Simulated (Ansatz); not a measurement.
Ansatz results at the PBE0-D4/def2-TZVP geometry: HOMO energy (PBE/def2-TZVPP) -6.95 eV; ideal-gas entropy at 298 K and 1 bar (rigid rotor, harmonic PBE0-D4/def2-TZVP) 336 J/(mol·K); HOMO–LUMO gap (B3LYP/def2-TZVPP) 8.70 eV.

Each molecule was computed in one conformer, which needn't be the lowest.

(1) Which molecule gave them?
A. `N[SiH](Cl)Br`
B. `C[SiH](C)C`
C. `C[Si](F)(F)C#N`
D. `CC[SiH2]C`

## Answers

(1) D. The others give `C[SiH](C)C`: -7.22, 331, 9.10; `N[SiH](Cl)Br`: -6.68, 341, 7.87; `C[Si](F)(F)C#N`: -8.69, 352, 8.87.

B3LYP here is the variant with VWN-RPA as its local correlation; programs differ in this.
